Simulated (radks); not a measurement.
Valence configurations of Tb II (all share [Xe]). All-electron calculation, Dirac Kohn-Sham, LDA (Slater exchange, Perdew-Wang correlation), spin-unpolarised, spherical densities, point nucleus; open shells are shared between the two j in proportion to 2j + 1. Program: a radial shooting solver on a logarithmic mesh with Libxc functionals. Energies are relative to 4f9 6s1; eigenvalues in eV.

\begin{tabular}{lrrrrrr}
valence & E (eV) & e(4f5/2) & e(4f7/2) & e(5d3/2) & e(5d5/2) & e(6p1/2) \\ \hline
4f9 6s1 & 0.000 & -10.104 & -9.315 & - & - & - \\
4f9 5d1 & 1.960 & -8.432 & -7.645 & -6.237 & -6.009 & - \\
4f10 & 1.755 & -4.249 & -3.523 & - & - & - \\
4f8 6s1 6p1 & 7.897 & -19.671 & -18.820 & - & - & -7.483 \\
4f8.5 6s1 6p0.5 & 2.951 & -14.676 & -13.856 & - & - & -6.697 \\
4f9.5 6p0.5 & 1.931 & -7.414 & -6.656 & - & - & -5.659 \\
4f8 5d1 6s1 & 4.653 & -16.111 & -15.263 & -8.783 & -8.455 & - \\
4f9 6p1 & 3.467 & -11.400 & -10.611 & - & - & -6.500 \\
4f7 5d2 6s1 & 14.378 & -22.972 & -22.063 & -10.152 & -9.752 & - \\
4f8 6s2 & 3.855 & -18.392 & -17.542 & - & - & - \\
\end{tabular}

NIST lists [Xe] 4f9 6s1 as the ground configuration; this level of theory agrees among the configurations tried. The energies are those of spherical spin-averaged densities, not of single terms.
